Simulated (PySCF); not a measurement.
LDA on Nd (neodymium, neutral), [Xe] 4f5 6s1, one real determinant (an excited configuration). Calculation: PySCF 2.14, in ANO-RCC-VTZP; scalar relativity by spin-free X2C-1e.

```
cycle= 1 E= -9615.04031149293  delta_E= -0.000239  |g|= 0.429  |ddm|= 0.48
cycle= 2 E= -9614.86054015691  delta_E= 0.18  |g|= 1.01  |ddm|= 0.62
cycle= 3 E= -9615.07818690141  delta_E= -0.218  |g|= 0.0097  |ddm|= 0.444
cycle= 4 E= -9615.07817471296  delta_E= 1.22e-05  |g|= 0.012  |ddm|= 0.0562
cycle= 5 E= -9615.0782116135  delta_E= -3.69e-05  |g|= 0.00294  |ddm|= 0.0194
cycle= 6 E= -9615.07821424113  delta_E= -2.63e-06  |g|= 0.000621  |ddm|= 0.00746
cycle= 7 E= -9615.07821434941  delta_E= -1.08e-07  |g|= 2.67e-05  |ddm|= 0.000483
cycle= 8 E= -9615.07821434961  delta_E= -2.06e-10  |g|= 1.05e-05  |ddm|= 4.95e-05
converged SCF energy = -9615.07821434961  <S^2> = 12.001388  2S+1 = 7.0003966
```

Highest occupied orbital energy: 3.406 eV; ⟨L²⟩ = 23.96; populations by l: s 11.00, p 24.01, d 20.00, f 4.99.

**Question.** Can this result be used?

**Answer.** Not for this state. The run converged. ⟨L²⟩ = 23.96 against 30 for a pure H term, so this real determinant mixes terms. Spin-orbit coupling, absent here, splits the open shell strongly. At LDA the highest occupied level has a positive energy, so only the finite basis holds that electron; for this excited configuration the basis is too tight for the outer shell.
